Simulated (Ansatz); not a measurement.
CH$_{5}$BO$_{2}$S (SMILES COB(O)S), singlet, geometry from GFN2-xTB, atoms displaced at random by about 0.08 Å a coordinate; Ansatz (a first-principles code) with PBE/STO-3G, gradient.

Input for Ansatz:
Ansatz 0.2 input:
```yaml
crystal:
  periodic: [false, false, false]
  atoms:
    - {symbol: B, position_ang: [-0.56676222, 0.26885018, 0.12479096]}
    - {symbol: O, position_ang: [-1.71456513, 0.53476841, 0.53276537]}
    - {symbol: H, position_ang: [-1.64802766, 1.08324514, 1.46523470]}
    - {symbol: O, position_ang: [-0.68050543, -0.54483247, -0.97273477]}
    - {symbol: C, position_ang: [0.59577563, -1.16766423, -1.68916534]}
    - {symbol: H, position_ang: [0.52625759, -2.39080221, -1.47077650]}
    - {symbol: H, position_ang: [0.28368766, -0.92537152, -2.67949271]}
    - {symbol: H, position_ang: [1.62621884, -0.85112819, -1.39579886]}
    - {symbol: S, position_ang: [1.05406995, 0.35929847, 0.98901316]}
    - {symbol: H, position_ang: [0.60396611, 1.11750742, 1.89537921]}
basis:
  gaussian:
    orbitals: STO-3G
hamiltonian:
  xc: pbe
output: {forces: true}
```

Task: Write the output that Ansatz gives for this input, abridged.

Result: 
```
Functional definition: PBE
453 factors; integrals over basis functions are off by at most 5.2e-5 eV
mean field evaluation 1: about -16514.5394 eV, gradient 1.8e1 eV
mean field evaluation 2: about -16511.8543 eV, gradient 3.7e1 eV
mean field evaluation 4: about -16515.5191 eV, gradient 1.8e0 eV
mean field evaluation 8: about -16515.4130 eV, gradient 5.4e-2 eV
mean field -16515.41299324 eV, -606.9302329525 hartree, gradient 1.8e-5 eV, S^2 0.000000; 0 other end points of the search recorded, 0 dependent functions left out
the calculation of the forces begins
reference -16515.41301550 eV, -606.9302337706 hartree; 24, 24 occupied and 10, 10 virtual orbitals, 453 factors
Total energy: -16515.41301550 eV, -606.9302337706 hartree
Atom 0 at    -0.566762     0.268850     0.124791 Å, force     9.426669    -3.262169    -2.087424 eV/Å
Atom 1 at    -1.714565     0.534768     0.532765 Å, force    -8.475497     4.530531     6.200124 eV/Å
Atom 2 at    -1.648028     1.083245     1.465235 Å, force    -0.572243    -1.175883    -2.185600 eV/Å
Atom 3 at    -0.680505    -0.544832    -0.972735 Å, force     2.418358    -1.923934    -2.799979 eV/Å
Atom 4 at     0.595776    -1.167664    -1.689165 Å, force    -2.866524    -2.756271     3.772459 eV/Å
Atom 5 at     0.526258    -2.390802    -1.470776 Å, force     0.162809     3.444755    -0.831883 eV/Å
Atom 6 at     0.283688    -0.925372    -2.679493 Å, force     0.452258    -0.011709    -2.246187 eV/Å
Atom 7 at     1.626219    -0.851128    -1.395799 Å, force    -0.380799     0.529996     0.045634 eV/Å
Atom 8 at     1.054070     0.359298     0.989013 Å, force     1.093915    -1.823200    -2.885865 eV/Å
Atom 9 at     0.603966     1.117507     1.895379 Å, force    -1.258945     2.447883     3.018722 eV/Å
Dipole moment:     0.066165     0.189923     0.207538 e Å
```
